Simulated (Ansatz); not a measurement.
Ideal-gas functions of `[CH3][Al]([NH2])[Cl]` at 800 K and 1 bar, from an Ansatz frequency run at PBE0-D4/def2-TZVP.

Molar mass 93.49 g/mol, point group Cs (symmetry number 1), electronic degeneracy 1, moments of inertia 91.674, 164.391, 252.956 u Å². Harmonic wavenumbers (cm⁻¹, unscaled): 58, 155, 178, 205, 378, 416, 464, 617, 654, 668, 746, 858, 1225, 1441, 1444, 1564, 3046, 3124, 3135, 3611, 3704.

Use S(trans) = R[1.5 ln M + 2.5 ln T − 1.1517]; rotational temperatures θ = 24.2544 K / I; S(rot) = R[ln(√π/σ · √(T³/θAθBθC)) + 1.5]; for each mode x = 1.438777 ν̃/T, S = R[x/(eˣ − 1) − ln(1 − e⁻ˣ)] and H = RT x/(eˣ − 1); 1 cm⁻¹ = 0.0119627 kJ/mol; R = 8.31446 J/(mol·K).

Task: By hand: the entropy, in J/(mol·K).

Result: Translation 186.0. Rotation: θ = 0.2646, 0.1475, 0.0959 K, giving 123.8. Vibration, mode by mode: 27.11, 18.96, 17.82, 16.66, 11.68, 10.92, 10.06, 7.86, 7.43, 7.27, 6.47, 5.49, 3.25, 2.39, 2.38, 2.01, 0.23, 0.20, 0.20, 0.09, 0.08, in all 158.6. Electronic 0.0. Sum 468.4 J/(mol·K).

Task: By hand: H − E and G − E in kJ/mol, counted from the electronic energy.

Result: Zero-point energy ½ × 27691 × 0.0119627 = 165.6; thermal vibration 59.4; translation, rotation and pV give 4 RT = 26.6. H − E = 251.6 kJ/mol, and G − E = 251.6 − 800 × 468.4/1000 = -123.1 kJ/mol.

Vibration gives 34 % of the entropy, 27.1 J/(mol·K) of it from the mode under 150 cm⁻¹: soft modes count most, and the harmonic formula is weakest for them. The sum counts one conformer and one mirror image; others add a mixing term.
